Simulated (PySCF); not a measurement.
# Atomic charges against the basis set

Compound: norbornane, C7H12.
Atom-mapped SMILES: `[CH2:1]1[CH2:2][C@@H:3]2[CH2:4][CH2:5][C@H:6]1[CH2:7]2` (hydrogens: H8, H9 on C1; H10, H11 on C2; H12 on C3; H13, H14 on C4; H15, H16 on C5; H17 on C6; H18, H19 on C7)

Cartesian coordinates in Å at the PBE0-D3(BJ)/def2-SVP level; atoms count from 1:
```
atom  x, y, z in Å
C1     1.2190    0.9940   -0.1344
C2     1.2812   -0.3286   -0.9444
C3     0.1256   -1.1528   -0.3558
C4    -1.2004   -0.5261   -0.8140
C5    -1.2627    0.7974   -0.0057
C6     0.0346    0.7654    0.8171
C7     0.1694   -0.7329    1.1193
H8     2.1484    1.1584    0.4326
H9     1.0695    1.8806   -0.7698
H10    1.1648   -0.1746   -2.0282
H11    2.2430   -0.8432   -0.7945
H12    0.2007   -2.2312   -0.5575
H13   -2.0483   -1.1840   -0.5677
H14   -1.2237   -0.3660   -1.9029
H15   -2.1432    0.8200    0.6552
H16   -1.3196    1.6903   -0.6473
H17    0.0264    1.4388    1.6865
H18    1.1160   -0.9935    1.6194
H19   -0.6673   -1.1354    1.7126
```

PBE0 throughout (PySCF), one geometry, spherical d and f functions. Geometry: PBE0-D3(BJ)/def2-SVP; no solvent, vibrations or thermal averaging. Atoms taken as equivalent share a column and are averaged.

Mulliken charges (e):

```csv
basis,functions,C1/C2/C4/C5,C3/C6,C7,H8/H11/H13/H15,H9/H10/H14/H16,H12/H17,H18/H19
STO-3G,47,-0.147,-0.061,-0.145,+0.072,+0.071,+0.071,+0.070
pcSseg-0,87,-0.361,-0.600,-0.287,+0.245,+0.240,+0.249,+0.247
6-31G,87,-0.302,-0.203,-0.293,+0.162,+0.158,+0.153,+0.160
6-31G*,122,-0.330,-0.160,-0.326,+0.167,+0.164,+0.154,+0.164
cc-pVDZ,158,+0.006,-0.151,+0.042,+0.029,+0.025,-0.014,+0.024
def2-SVP,158,+0.032,-0.258,+0.033,+0.031,+0.027,+0.024,+0.037
pcSseg-1,179,-0.152,-0.327,-0.116,+0.121,+0.117,+0.098,+0.117
"6-311+G(2d,p)",261,-0.317,+0.096,-0.345,+0.126,+0.123,+0.087,+0.127
aug-cc-pVDZ,269,+0.685,+0.268,+1.201,-0.343,-0.342,-0.499,-0.370
def2-TZVP,289,-0.242,+0.028,-0.245,+0.102,+0.094,+0.088,+0.099
```

IAO charges (e):

```
        basis  functions  C1/C2/C4/C5   C3/C6      C7  H8/H11/H13/H15  H9/H10/H14/H16  H12/H17  H18/H19
       STO-3G         47       -0.257  -0.125  -0.253          +0.129          +0.127   +0.129   +0.127
     pcSseg-0         87       -0.277  -0.128  -0.271          +0.138          +0.135   +0.139   +0.134
        6-31G         87       -0.276  -0.110  -0.276          +0.135          +0.133   +0.133   +0.132
       6-31G*        122       -0.263  -0.103  -0.262          +0.129          +0.126   +0.126   +0.124
      cc-pVDZ        158       -0.265  -0.103  -0.263          +0.129          +0.127   +0.127   +0.125
     def2-SVP        158       -0.259  -0.102  -0.256          +0.127          +0.124   +0.124   +0.122
     pcSseg-1        179       -0.265  -0.106  -0.263          +0.130          +0.127   +0.128   +0.125
6-311+G(2d,p)        261       -0.271  -0.106  -0.270          +0.133          +0.130   +0.130   +0.128
  aug-cc-pVDZ        269       -0.271  -0.105  -0.269          +0.132          +0.130   +0.129   +0.128
    def2-TZVP        289       -0.271  -0.106  -0.270          +0.133          +0.130   +0.130   +0.128
```

Hirshfeld charges (e):

| basis | functions | C1/C2/C4/C5 | C3/C6 | C7 | H8/H11/H13/H15 | H9/H10/H14/H16 | H12/H17 | H18/H19 |
| --- | --- | --- | --- | --- | --- | --- | --- | --- |
| STO-3G | 47 | -0.023 | +0.002 | -0.028 | +0.009 | +0.009 | +0.012 | +0.010 |
| pcSseg-0 | 87 | -0.062 | -0.014 | -0.069 | +0.028 | +0.028 | +0.031 | +0.030 |
| 6-31G | 87 | -0.061 | -0.019 | -0.067 | +0.029 | +0.028 | +0.031 | +0.030 |
| 6-31G* | 122 | -0.062 | -0.021 | -0.068 | +0.030 | +0.029 | +0.032 | +0.031 |
| cc-pVDZ | 158 | -0.066 | -0.023 | -0.071 | +0.032 | +0.031 | +0.033 | +0.033 |
| def2-SVP | 158 | -0.068 | -0.023 | -0.073 | +0.033 | +0.032 | +0.034 | +0.034 |
| pcSseg-1 | 179 | -0.071 | -0.028 | -0.075 | +0.034 | +0.033 | +0.036 | +0.036 |
| 6-311+G(2d,p) | 261 | -0.074 | -0.037 | -0.078 | +0.037 | +0.036 | +0.040 | +0.039 |
| aug-cc-pVDZ | 269 | -0.078 | -0.037 | -0.082 | +0.038 | +0.038 | +0.042 | +0.041 |
| def2-TZVP | 289 | -0.075 | -0.034 | -0.079 | +0.036 | +0.036 | +0.039 | +0.039 |

ESP-fitted charges (e):

| basis | functions | C1/C2/C4/C5 | C3/C6 | C7 | H8/H11/H13/H15 | H9/H10/H14/H16 | H12/H17 | H18/H19 |
| --- | --- | --- | --- | --- | --- | --- | --- | --- |
| STO-3G | 47 | -0.201 | +0.108 | -0.269 | +0.080 | +0.081 | +0.014 | +0.093 |
| pcSseg-0 | 87 | -0.242 | +0.135 | -0.341 | +0.096 | +0.096 | +0.015 | +0.119 |
| 6-31G | 87 | -0.178 | +0.100 | -0.259 | +0.071 | +0.070 | +0.013 | +0.089 |
| 6-31G* | 122 | -0.187 | +0.124 | -0.271 | +0.073 | +0.072 | +0.005 | +0.091 |
| cc-pVDZ | 158 | -0.156 | +0.126 | -0.238 | +0.059 | +0.058 | -0.006 | +0.077 |
| def2-SVP | 158 | -0.156 | +0.128 | -0.233 | +0.059 | +0.058 | -0.007 | +0.075 |
| pcSseg-1 | 179 | -0.173 | +0.146 | -0.262 | +0.064 | +0.063 | -0.009 | +0.083 |
| 6-311+G(2d,p) | 261 | -0.186 | +0.165 | -0.281 | +0.068 | +0.067 | -0.011 | +0.088 |
| aug-cc-pVDZ | 269 | -0.176 | +0.149 | -0.267 | +0.065 | +0.064 | -0.007 | +0.085 |
| def2-TZVP | 289 | -0.182 | +0.165 | -0.273 | +0.066 | +0.066 | -0.013 | +0.085 |

Some averages cover members that differ in this geometry, most widely: C1/C2/C4/C5, ESP-fitted in pcSseg-0 -0.278 to -0.197; C1/C2/C4/C5, ESP-fitted in pcSseg-1 -0.204 to -0.136; C1/C2/C4/C5, ESP-fitted in 6-311+G(2d,p) -0.219 to -0.150; C1/C2/C4/C5, ESP-fitted in def2-TZVP -0.215 to -0.146 e.

Problem. Which scheme is steadiest as the basis changes?

Solution. Largest range over the bases for any column: IAO 0.03 e, Hirshfeld 0.05 e, ESP-fitted 0.11 e, Mulliken 1.55 e. IAO charges move least and Mulliken charges most, counted in e. Without the minimal STO-3G basis the ranges are IAO 0.03, Hirshfeld 0.02, ESP-fitted 0.11, Mulliken 1.55 e.

Problem. How much do the charges still move between the two largest bases, aug-cc-pVDZ and def2-TZVP?

Solution. At most, over all atoms: Mulliken 1.446 e, IAO 0.001 e, Hirshfeld 0.004 e, ESP-fitted 0.017 e.

Problem. What do the same runs give for the total energy, the frontier levels and the dipole moment?

Solution. 
```
        basis  energy (Eh)  HOMO (eV)  LUMO (eV)  μ (D)
       STO-3G    -270.4398      -6.91       9.25   0.02
     pcSseg-0    -273.0375      -8.30       1.86   0.07
        6-31G    -273.5730      -7.96       2.42   0.06
       6-31G*    -273.6377      -7.94       2.42   0.06
      cc-pVDZ    -273.6563      -8.02       1.61   0.07
     def2-SVP    -273.4482      -8.11       1.54   0.07
     pcSseg-1    -273.6015      -8.15       1.23   0.07
6-311+G(2d,p)    -273.7114      -8.09       0.24   0.09
  aug-cc-pVDZ    -273.6691      -8.05      -0.09   0.10
    def2-TZVP    -273.7309      -8.07       1.00   0.09
```
